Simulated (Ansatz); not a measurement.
Geometry optimisation, Ansatz 0.2.0, RKS B3LYP-D4/def2-SVP.

input.yaml

```yaml
crystal:
  periodic: [false, false, false]
  atoms:
    - { symbol: O, position_ang: [-0.30945, 0.70851, 0.22434] }
    - { symbol: B, position_ang: [0.29099, -0.59746, -0.1409] }
    - { symbol: Cl, position_ang: [-0.19494, -1.20832, -1.62222] }
    - { symbol: Br, position_ang: [1.44411, -1.23449, 1.15257] }
    - { symbol: H, position_ang: [-0.94425, 1.17266, -0.3593] }
    - { symbol: H, position_ang: [-0.09805, 1.15583, 1.06689] }
total_charge: 1
basis:
  gaussian: { orbitals: def2-SVP }
hamiltonian:
  xc: b3lyp
  dispersion: d4
relax:
  f_tol: 0.015
  max_steps: 40
```

Launched with:

```bash
$ ansatz run input.yaml --threads 1 --pin off --max-ram 2048MiB --backend cpu --events-out ev --progress --plain --runs-dir out
```

Question: Where does it end, and by what steps?

Answer: The forces met the threshold. Limits of this set-up: the dipole of an ion depends on the origin. After 5 steps the energy has fallen by 0.022 eV; Br4 moved furthest, 0.04 Å.

```tsv
step	energy less start (eV)	largest force component (eV/Å)	accepted
0	0.0000	0.793	yes
1	-0.0177	0.426	yes
2	-0.0219	0.068	yes
3	-0.0220	0.035	yes
4	-0.0217	0.060	no
5	-0.0221	0.005	yes
```

```xyz
6
Properties=species:S:1:pos:R:3
O -0.315 0.716 0.225
B 0.299 -0.596 -0.124
Cl -0.200 -1.211 -1.633
Br 1.468 -1.270 1.155
H -0.949 1.176 -0.366
H -0.116 1.182 1.065
```

The run took 45 s on 1 thread of Arm Neoverse N1, with other jobs on the host, peak memory 0.18 GiB.
